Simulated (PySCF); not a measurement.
C7H11O2P.
Structure used (GFN2-xTB), in Å, numbered top down from 1:
```
atom  x, y, z in Å
C1     2.972   -0.084    0.596
C2     1.715    0.739    0.618
O3     1.407    1.465    1.528
P4     0.688    0.621   -0.940
C5     0.091   -1.122   -0.635
C6    -0.835   -1.225    0.571
C7    -2.160   -0.528    0.357
O8    -3.187   -0.939    0.836
C9    -2.108    0.713   -0.501
C10   -0.825    1.520   -0.333
H11    3.817    0.546    0.869
H12    3.137   -0.521   -0.386
H13    2.900   -0.873    1.344
H14   -0.425   -1.457   -1.538
H15    0.966   -1.763   -0.505
H16   -0.369   -0.763    1.448
H17   -1.033   -2.270    0.822
H18   -2.214    0.391   -1.543
H19   -2.980    1.328   -0.265
H20   -0.906    2.449   -0.904
H21   -0.662    1.789    0.716
```

NICS = −σ at a ghost point: NICS(0) at the centroid of the ring atoms, NICS(1) 1 Å to either side along the normal of their mean plane, zz for the tensor component along that normal. Level: GIAO PBE0/pcSseg-1 (PySCF, non-relativistic, gas phase) on the GFN2-xTB geometry, one conformer.

Ring bond lengths (Å), with Mayer bond orders in brackets: P4–C5 1.868 (0.96), C5–C6 1.524 (1.00), C6–C7 1.512 (0.99), C7–C9 1.510 (0.98), C9–C10 1.525 (1.02), C10–P4 1.861 (0.97).

Question: Give the NICS values of each ring in ppm.

Answer: 
```
              ring                                             type  NICS(0)  NICS(1), two faces  NICS(1)zz, two faces  rms pucker (Å)  centre to ring atoms, mean (Å)
P4–C5–C6–C7–C9–C10  6-membered ring with P; formal bonds all single     -1.1         -2.9 / -3.1             0.5 / 2.1            0.32                            1.55
```

Question: What can be read from them?

Answer: 
- P4–C5–C6–C7–C9–C10: mean NICS(1)zz 1.3 ppm, near zero. C5, C6, C9, C10 have four or more neighbours, and the NICS criterion for π rings isn't applied.

Question: List the ring angles and the Hirshfeld charges of the ring atoms.

Answer: 
- P4–C5–C6–C7–C9–C10: P4 97.9° (+0.135 e), C5 112.7° (-0.108 e), C6 112.9° (-0.081 e), C7 115.4° (+0.171 e), C9 113.7° (-0.077 e), C10 113.1° (-0.117 e); sum 665.8° against 720° for a flat convex ring.

Question: What are the shieldings of the ring atoms and their hydrogens in the same run (means over atoms taken as equivalent)?

Answer: 
| atoms | environment | σ isotropic (ppm) | principal values of the symmetric part, first atom (ppm) |
| --- | --- | --- | --- |
| P4 | phosphine phosphorus | 342.4 | 212.1, 352.3, 462.8 |
| C5 (×2) | sp3 carbon bound to phosphorus | 168.8 | 155.5, 166.8, 177.0 |
| C6 (×2) | sp3 carbon next to a carbonyl | 148.6 | 135.7, 139.3, 165.2 |
| C7 | ketone carbonyl carbon | -26.8 | -111.3, -67.0, 97.8 |
| H14 (×4) | methylene hydrogen | 29.56 | 25.8, 27.2, 36.1 |
| H16 (×4) | methylene hydrogen | 29.41 | 26.0, 30.5, 32.9 |
